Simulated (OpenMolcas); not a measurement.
## Levels of Mn⁵⁺ by method

| Item | Value |
| --- | --- |
| Program | OpenMolcas |
| Basis | ANO-RCC-VQZP [7s6p4d3f2g1h] |
| Scalar Hamiltonian | DKH2, point nucleus |
| Active space | 2 electrons in 10 orbitals (3d 4d) |
| State averaging | 2S+1 = 3 even, 10 roots; 2S+1 = 1 even, 15 roots |
| Spin-orbit coupling | RASSI with atomic mean-field integrals over the reference wave functions, term energies averaged over their components |

Methods on the same reference wave functions:
A. CASSCF
B. SS-CASPT2, IPEA 0.25 Eh, imaginary shift 0.1 Eh (closed shells correlated: 3s 3p)

Energies in eV above 3d2 3F2, the measured ground level; measured values from Corliss and Sugar, J. Phys. Chem. Ref. Data 6, 1253 (1977).

```tsv
Level	A	B	Measured
3d2 3F2	0.0000	0.0000	0.0000
3d2 3F3	0.0905	0.0912	0.0925
3d2 3F4	0.2056	0.2062	0.2069
3d2 1D2	2.2985	1.895	1.9014
3d2 3P0	2.6756	2.307	2.2047
3d2 3P1	2.7074	2.340	2.2388
3d2 3P2	2.7792	2.410	2.3096
3d2 1G4	3.5180	3.216	3.1630
3d2 1S0	8.4199	7.525
```

Deviations, from unrounded energies. A percentage is the sum of absolute deviations over the sum of measured energies, with the sign that they share, or ± where signs differ.

```tsv
Against measurement	Levels	A	B
mean absolute deviation (cm-1)	7	2500	420
fine structure of the ground term (%)	2	-1.1	-0.7
other terms of the ground configuration (%)	5	+18.3	±3.1
```

B lies closest to measurement on these levels. The largest miss of B in the table is 3d2 3P0, by +830 cm-1. The ranking rests on the paired levels alone, and a cruder setting can come out closer through cancelling errors.

From A to B the spin-free energies of the other terms of 3d2 shown, above 3F, scale by factors of 0.81 to 0.91, as is usual when dynamic correlation screens the repulsion within a d or f shell.

The lowest spin-free term lies below A's lowest term by 0.330 hartree in B.

CASPT2 does not keep the components of a term degenerate, so their means are used; among the terms shown or strongly mixed into the levels shown the widest spread is 720 cm-1 (3d2 3F, B). Active for correlation alone: 4d; no level in the range computed is led by a configuration that fills it, so any true level of that kind is missing. Without dynamic correlation excited terms often stand tens of per cent too high (terms of higher spin than the ground term too low), and those without a measured partner can miss by more than the paired ones (holds for A). Computed and measured levels are paired by configuration, term and J; levels that our copy of the source lacks, or whose pairing is in doubt (as where it misses far off the trend of its configuration), stay unpaired and out of the deviations. Levels of configurations outside the active space are missing.
